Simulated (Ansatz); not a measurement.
Born–Oppenheimer molecular dynamics of FH₆HfN₃ (11 atoms, charge 0, multiplicity 1). It starts from a relaxed structure.

These are results of RKS BHLYP/def2-SVP (Ansatz 0.2.0), not measurements.

```
ensemble                      : NVE (velocity Verlet)
time step                     : 0.5 fs
steps asked                   : 300
starting velocities drawn for : 2000 K
seed                          : 706008
```

First frame:

```xyz
11
Properties=species:S:1:pos:R:3
Hf 0.026 -0.014 0.010
F 0.107 -0.075 1.942
N 1.897 -0.022 -0.809
H 2.668 -0.598 -0.497
H 2.239 0.589 -1.537
N -0.936 1.666 -0.639
H -1.665 1.708 -1.337
H -0.810 2.596 -0.261
N -0.986 -1.624 -0.734
H -1.837 -2.008 -0.344
H -0.695 -2.218 -1.496
```

How far do the bonds stretch over the last three quarters of this one trajectory? (Pairs bonded in most of those frames.)


| bond | mean (Å) | spread (Å) | shortest | longest |
| --- | --- | --- | --- | --- |
| Hf1–F2 | 1.938 | 0.018 | 1.91 | 1.97 |
| Hf1–N3 | 2.077 | 0.094 | 1.92 | 2.22 |
| Hf1–N6 | 2.052 | 0.050 | 1.98 | 2.14 |
| Hf1–N9 | 2.057 | 0.055 | 1.95 | 2.13 |
| N3–H4 | 1.017 | 0.023 | 0.98 | 1.06 |
| N3–H5 | 1.021 | 0.026 | 0.97 | 1.07 |
| N6–H7 | 1.023 | 0.035 | 0.95 | 1.10 |
| N6–H8 | 1.039 | 0.083 | 0.90 | 1.17 |
| N9–H10 | 1.014 | 0.018 | 0.98 | 1.04 |
| N9–H11 | 1.012 | 0.017 | 0.98 | 1.04 |

Mean temperature of the second half: 1070 K. The conserved energy stayed within 1.5 meV per atom of its start (net change 0.59 meV per atom), so the integration is sound. Over the second half the temperature averaged 0.53 of the 2000 K drawn at the start: a run that starts near a minimum puts about half its kinetic energy into the potential. A run of 0.15 ps of so small a system gives no equilibrium averages.

Run time: 17 min on 2 threads of Arm Neoverse V2 (shared host), peak memory 0.28 GiB.
